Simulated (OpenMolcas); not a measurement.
# Ir⁴⁺: effect of the active space

```yaml
Program: OpenMolcas
Method: MS-CASPT2 or its RAS form, IPEA 0.25 Eh, imaginary shift 0.1 Eh
Basis: ANO-R2
Scalar_Hamiltonian: X2C, finite nucleus
Spin-orbit_coupling: state interaction with AMFI integrals over the reference wave functions, term energies averaged over their components
```

A. 5 electrons in 5 orbitals (5d); 2S+1 = 6 even, 1 root; 2S+1 = 4 even, 24 roots; 2S+1 = 2 even, 75 roots; closed shells correlated: 5s 5p; CASPT2 step about 18 core-seconds
B. 11 electrons in 8 orbitals (RAS1 5p, at most 2 holes; RAS2 5d); 2S+1 = 6 even, 1 root; 2S+1 = 4 even, 24 roots; 2S+1 = 2 even, 75 roots; closed shells correlated: 5s; CASPT2 step of the order of 40 core-seconds
C. 5 electrons in 10 orbitals (5d 6d); 2S+1 = 6 even, 1 root; 2S+1 = 4 even, 24 roots; 2S+1 = 2 even, 70 roots; closed shells correlated: 5s 5p; CASPT2 step of the order of 40 core-minutes

Energies in cm-1 above 5d5 6S 5/2.

| Level | A | B | C |
| --- | --- | --- | --- |
| 5d5 6S 5/2 | 0.0 | 0.0 | 0.0 |
| 5d5 4G 7/2 [64 %] | 23880 | 23940 | 23790 |
| 5d5 4G 11/2 | 25290 | 25280 | 25310 |
| 5d5 4G 9/2 | 26230 | 26290 | 26190 |
| 5d5 4P 1/2 [59 %] | 27950 | 28170 | 27810 |
| 5d5 4D 7/2 [66 %] | 31110 | 31410 | 31130 |
| 5d5 4D 1/2 [65 %] | 35550 | 35890 | 35400 |
| 5d5 2I 11/2 [73 %] | 37090 | 37020 | 36980 |
| 5d5 2I 13/2 | 40710 | 40640 | 40710 |
| 5d5 2H 9/2 [51 %] | 47010 | 47110 | 46980 |
| 5d5 2G 7/2(1) [51 %] | 48060 | 48210 | 47640 |
| 5d5 2F 7/2(1) [61 %] | 51890 | 52140 | 51650 |
| 5d5 2S 1/2 | 54560 | 55010 | 54200 |
| 5d5 2H 11/2 [71 %] | 56130 | 56220 | 56100 |
| 5d5 2D 3/2(2) | 61570 | 61820 | 62750 |
| 5d5 2D 5/2(2) [53 %] | 66580 | 67100 | 67930 |
| 5d5 2G 9/2(2) | 68660 | 68800 | 68620 |
| 5d5 2G 7/2(2) | 70940 | 71060 | 70610 |

The spin-orbit steps hold different terms of 5d5 (C lacks a 2D), which shifts levels as well.

Among A to C the level of the table that moves most is 5d5 2D 5/2(2) [53 %], by 1400 cm-1 (lowest in A, highest in C). Moves below CASPT2's spread within the term are not significant.

CASPT2 breaks the degeneracy within a term, and the mean is taken; among the terms shown or strongly mixed into the levels shown the widest spread is 630 cm-1 (5d5 4F, A). Blocks of more than 70 roots (2S+1 = 2 even) ran without multistate coupling (holds for A; B). Active for correlation alone: 5p; no level in the range computed is led by a configuration that opens it, so any true level of that kind is missing (holds for B). Active for correlation alone: 6d; no level in the range computed is led by a configuration that fills it, so any true level of that kind is missing (holds for C). Levels of configurations outside the active space are missing. Levels that lie high or do not pair safely by name in every column are left out.

A share in square brackets marks a mixed level and gives the weight of the term that names it, the lowest over the columns. A number in round brackets counts repeated terms of one configuration in the order of the reference energies.
